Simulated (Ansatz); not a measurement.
The first iterations of a band of ClH5N2OZr + H3P (14 atoms, charge 0, multiplicity 1).

Theory: Ansatz, RKS PBE/def2-SVP.

```json
{
  "movable images": "5",
  "climbing image": "yes",
  "spring": "5.0 eV/Å²",
  "optimiser": "quadratic models (default)",
  "start path": "through a guess of the saddle point",
  "force threshold": "0.05 eV/Å",
  "iteration limit": "60",
  "end points": "relaxed"
}
```

Image 0:

```xyz
14
Properties=species:S:1:pos:R:3
Zr -0.077 -0.328 0.014
N -0.234 -0.312 2.045
H -1.066 0.001 2.563
H 0.518 -0.475 2.725
O 1.799 -0.502 -0.439
H 2.519 -0.918 -0.935
Cl -1.097 1.590 -1.031
N -1.127 -1.964 -0.600
H -1.581 -2.677 -0.018
H -1.284 -2.213 -1.585
P 1.697 3.485 1.763
H 2.726 2.726 1.100
H 0.837 3.443 0.609
H 1.094 2.295 2.314
```

Image 6:

```xyz
14
Properties=species:S:1:pos:R:3
Zr 0.349 0.361 -0.244
N 0.440 -0.219 2.140
H 0.315 -1.230 2.293
H 1.359 0.030 2.529
O 2.088 -0.507 -0.348
H 2.623 -1.266 -0.626
Cl -0.083 1.169 -2.457
N -1.302 -0.845 -0.046
H -1.836 -1.165 0.769
H -1.798 -1.169 -0.887
P 0.331 2.712 1.057
H 1.634 2.521 1.656
H 0.863 3.489 -0.032
H -0.258 0.270 2.719
```

| iteration | highest image above the first end (eV) | largest band force component (eV/Å) |
| --- | --- | --- |
| 1 | 4.725 | 11.637 |
| 2 | 2.774 | 3.399 |
| 3 | 1.589 | 1.669 |
| 4 | 1.006 | 2.726 |
| 5 | 0.624 | 0.587 |
| 6 | 0.900 | 1.584 |
| 7 | 1.045 | 1.765 |
| 8 | 1.076 | 1.287 |
| 9 | 1.023 | 0.283 |
| 10 | 0.988 | 0.249 |
| 11 | 0.967 | 0.272 |
| 12 | 0.966 | 0.193 |

Problem. Does the band converge within its limit, and where does its top end?

Solution. The forces met the threshold. It ended after 36 iterations with the highest image 0.851 eV above the first end. A vibrational analysis at the climbing image gives one clearly imaginary mode, 1028i cm⁻¹: a first-order saddle point. The orbitals stay closed-shell, which can raise the energy where a bond breaks towards radicals; this wasn't checked here.

Time of the run: 7.4 min on 4 threads of Arm Neoverse V2, on a shared host, peak memory 0.23 GiB.
